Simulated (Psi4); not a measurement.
C$_{3}$H$_{5}$ (SMILES [CH-]=CC), charge -1, singlet, geometry from GFN2-xTB (a gas-phase anion, which may not be bound at this level); MP2/3-21G in Psi4 1.11.

Input for Psi4:
```
memory 2 GB

molecule mol {
-1 1
C 
C  1 1.332421
H  1 1.151924 2 109.779846
H  2 1.140406 1 129.244286 3 0.000000
C  2 1.514710 4 109.522069 1 180.000000
H  5 1.091723 2 109.923590 4 -180.000000
H  5 1.102715 6 107.937256 2 -122.674336
H  5 1.102715 6 107.937256 7 -114.651328
}

set basis 3-21g
set reference rhf

energy('mp2')
print_variables()
```

Question: What does Psi4 print? Leave out banner, timings and long lists.

Answer: 
```
    SCF Algorithm Type (re)set to DF.

   => Loading Basis Set <=

    Name: 3-21G
    Role: ORBITAL
    Keyword: BASIS

         ---------------------------------------------------------
                                   SCF
               by Justin Turney, Rob Parrish, Andy Simmonett
                          and Daniel G. A. Smith
                              RHF Reference
         ---------------------------------------------------------

  ==> Geometry <==

    Molecular point group: cs
    Full point group: Cs

    Geometry (in Angstrom), charge = -1, multiplicity = 1:

       Center              X                  Y                   Z               Mass
    ------------   -----------------  -----------------  -----------------  -----------------
         C           -0.451159355201     1.221076585726     0.000000000000    12.000000000000
         C           -0.451159355201    -0.111344414274     0.000000000000    12.000000000000
         H           -1.535119681441     1.610895662882     0.000000000000     1.007825032230
         H           -1.334353326394    -0.832797291518     0.000000000000     1.007825032230
         C            0.844008454619    -0.896765784308     0.000000000000    12.000000000000
         H            1.694318809898    -0.212053137694     0.000000000000     1.007825032230
         H            0.934722211969    -1.550899760191     0.883096895617     1.007825032230
         H            0.934722211969    -1.550899760191    -0.883096895617     1.007825032230

  Running in cs symmetry.

  Rotational constants: A =      1.72754  B =      0.32707  C =      0.28987 [cm^-1]
  Rotational constants: A =  51790.37983  B =   9805.21160  C =   8690.02947 [MHz]
  Nuclear repulsion =   63.797952942325857

  Charge       = -1
  Multiplicity = 1
  Electrons    = 24
  Nalpha       = 12
  Nbeta        = 12

  ==> Algorithm <==

  SCF Algorithm Type is DF.
  DIIS enabled.
  MOM disabled.
  Fractional occupation disabled.
  Guess Type is SAD.
  Energy threshold   = 1.00e-08
  Density threshold  = 1.00e-08
  Integral threshold = 1.00e-12

  ==> Primary Basis <==

  Basis Set: 3-21G
    Blend: 3-21G
    Number of shells: 25
    Number of basis functions: 37
    Number of Cartesian functions: 37
    Spherical Harmonics?: false
    Max angular momentum: 1

   => Loading Basis Set <=

    Name: (3-21G AUX)
    Role: JKFIT
    Keyword: DF_BASIS_SCF

  ==> Integral Setup <==

  SCF_SUBTYPE=INCORE selected. In-core MEM_DF algorithm will be used.
  Using in-core AOs.

  ==> MemDFJK: Density-Fitted J/K Matrices <==

    J tasked:                   Yes
    K tasked:                   Yes
    wK tasked:                   No
    Algorithm:                 Core
    Schwarz Cutoff:           1E-12
    Mask sparsity (%):       0.2922
    Fitting Condition:        1E-10

   => Auxiliary Basis Set <=

  Basis Set: (3-21G AUX)
    Blend: DEF2-UNIVERSAL-JKFIT
    Number of shells: 105
    Number of basis functions: 367
    Number of Cartesian functions: 367
    Spherical Harmonics?: false
    Max angular momentum: 4

  Minimum eigenvalue in the overlap matrix is 1.1408462479E-02.
  Reciprocal condition number of the overlap matrix is 2.7964239984E-03.
    Using symmetric orthogonalization.

  ==> Pre-Iterations <==

  SCF Guess: Superposition of Atomic Densities via on-the-fly atomic UHF (no occupation information).

   -------------------------
    Irrep   Nso     Nmo
   -------------------------
     A'        29      29
     A"         8       8
   -------------------------
    Total      37      37
   -------------------------

  ==> Iterations <==

                           Total Energy        Delta E     RMS |[F,P]|

   @DF-RHF iter SAD:  -114.79844884281302   -1.14798e+02   0.00000e+00
   @DF-RHF iter   1:  -115.58460695048051   -7.86158e-01   1.47870e-02 DIIS/ADIIS
   @DF-RHF iter   2:  -115.69771138865052   -1.13104e-01   6.45685e-03 DIIS/ADIIS
[...]

  ==> Post-Iterations <==

    Orbital Energies [Eh]
    ---------------------

    Doubly Occupied:

[...]
    Virtual:

[...]
      29Ap     2.401437

    Final Occupation by Irrep:
             Ap   App
    DOCC [    10,    2 ]
    NA   [    10,    2 ]
    NB   [    10,    2 ]

  @DF-RHF Final Energy:  -115.71829374809748

   => Energetics <=

    Nuclear Repulsion Energy =             63.7979529423258569
    One-Electron Energy =                -287.0175359879502821
    Two-Electron Energy =                 107.5012892975269523
    Total Energy =                       -115.7182937480974800

Computation Completed

Properties will be evaluated at   0.000000,   0.000000,   0.000000 [a0]

Properties computed using the SCF density matrix

 Multipole Moments:

 ------------------------------------------------------------------------------------
     Multipole            Electronic (a.u.)      Nuclear  (a.u.)        Total (a.u.)
 ------------------------------------------------------------------------------------

 L = 1.  Multiply by 2.5417464519 to convert [e a0] to [Debye]
 Dipole X            :         -0.3012958            0.6508759            0.3495801
 Dipole Y            :          0.9095815           -2.3771922           -1.4676107
 Dipole Z            :          0.0000000            0.0000000            0.0000000
 Magnitude           :                                                    1.5086708

 ------------------------------------------------------------------------------------

  //>>>>>>>>>>>>>>>>>>>>>>>>>>>>>>>>>>>//
  //               DFMP2               //
  //<<<<<<<<<<<<<<<<<<<<<<<<<<<<<<<<<<<//

   => Loading Basis Set <=

    Name: (3-21G AUX)
    Role: RIFIT
    Keyword: DF_BASIS_MP2

	 --------------------------------------------------------
	                          DF-MP2
	      2nd-Order Density-Fitted Moller-Plesset Theory

	        Rob Parrish, Justin Turney, Andy Simmonett,
	           Ed Hohenstein, and C. David Sherrill
	 --------------------------------------------------------

   => Auxiliary Basis Set <=

  Basis Set: (3-21G AUX)
    Blend: DEF2-SVP-RI
    Number of shells: 78
    Number of basis functions: 214
    Number of Cartesian functions: 240
    Spherical Harmonics?: true
    Max angular momentum: 3

	 --------------------------------------------------------
	                 NBF =    37, NAUX =   214
	 --------------------------------------------------------
	   CLASS    FOCC     OCC    AOCC    AVIR     VIR    FVIR
	   PAIRS       0      12      12      25      25       0
	 --------------------------------------------------------

	-----------------------------------------------------------
	 ==================> DF-MP2 Energies <====================
	-----------------------------------------------------------
	 Reference Energy          =    -115.7182937480974800 [Eh]
	 Singles Energy            =      -0.0000000000000000 [Eh]
	 Same-Spin Energy          =      -0.0590926913473370 [Eh]
	 Opposite-Spin Energy      =      -0.2134966223910138 [Eh]
	 Correlation Energy        =      -0.2725893137383508 [Eh]
	 Total Energy              =    -115.9908830618358309 [Eh]
	-----------------------------------------------------------
	 ================> DF-SCS-MP2 Energies <==================
	-----------------------------------------------------------
	 SCS Same-Spin Scale       =       0.3333333333333333 [-]
	 SCS Opposite-Spin Scale   =       1.2000000000000000 [-]
	 SCS Same-Spin Energy      =      -0.0196975637824457 [Eh]
	 SCS Opposite-Spin Energy  =      -0.2561959468692165 [Eh]
	 SCS Correlation Energy    =      -0.2758935106516622 [Eh]
	 SCS Total Energy          =    -115.9941872587491360 [Eh]
	-----------------------------------------------------------

  Variable Map:
  ----------------------------------------------------------------------------
[...]
  Array Variable Map:
  ----------------------------------------------------------------------------
[...]
[...]
```
